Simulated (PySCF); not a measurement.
# Ionisation energy of Au by level of theory

Au [Xe] 4f14 5d10 6s1 (2S) → Au+ [Xe] 4f14 5d10 (1S), as a difference of total energies. Calculation: PySCF 2.14, in aug-cc-pVTZ-PP with ECP60MDF (6s6p5d3f2g, 88 functions); a scalar-relativistic core potential. Correlated levels: valence: 5s2 5p6 frozen. The calculations carry no spin-orbit coupling.

```json
{"method": "UHF", "ionisation energy (eV)": "7.681", "error (eV)": "-1.545"}
{"method": "LDA", "ionisation energy (eV)": "9.897", "error (eV)": "+0.671"}
{"method": "PBE", "ionisation energy (eV)": "9.539", "error (eV)": "+0.313"}
{"method": "PBE0", "ionisation energy (eV)": "9.217", "error (eV)": "-0.009"}
{"method": "r2SCAN", "ionisation energy (eV)": "9.494", "error (eV)": "+0.268"}
{"method": "TPSSh", "ionisation energy (eV)": "9.250", "error (eV)": "+0.024"}
{"method": "PW91", "ionisation energy (eV)": "9.613", "error (eV)": "+0.387"}
{"method": "B97-3", "ionisation energy (eV)": "9.014", "error (eV)": "-0.212"}
{"method": "BP86", "ionisation energy (eV)": "9.705", "error (eV)": "+0.479"}
{"method": "MP2 (valence)", "ionisation energy (eV)": "9.179", "error (eV)": "-0.047"}
{"method": "SCS-MP2 (valence)", "ionisation energy (eV)": "8.977", "error (eV)": "-0.249"}
```

Reference: 9.226 eV (measured; NIST Atomic Spectra Database, ionization energies).

Errors of the correlated levels include the incompleteness of this basis and the frozen core.
